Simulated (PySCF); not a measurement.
# HgF⁺ at RHF-MP2

Computed with RHF-MP2; Hg cc-pVDZ-PP with ECP60, F cc-pVDZ; scalar-relativistic core potentials (PySCF 2.14).

* state: ¹Σ⁺ (singlet), closed shell
* bond length: 1.921 Å
* harmonic wavenumber: 598 cm⁻¹
* force constant: 3.66 mdyn/Å
* rotational constant Be: 0.2629 cm⁻¹
* anharmonicity ωexe: 3.33 cm⁻¹
* vibration–rotation constant αe: 0.00179 cm⁻¹
* well depth De to Hg⁺ + F: 30.2 kcal/mol
* dissociation energy D0: 29.3 kcal/mol

Correlated steps freeze 1 core orbital. Correlated levels converge slowly with the basis: in double zeta they bind strong bonds too weakly, by up to about 1 eV, and carry superposition errors of some tenths. These are scalar-relativistic numbers at best; spin–orbit coupling would shift them, the dissociation energy most. For an ion De counts to the pair picked by the measured ionisation energies or electron affinities, which need not be the lowest pair at this level. Where the molecule has an RHF reference, its open-shell atoms are computed with UHF.
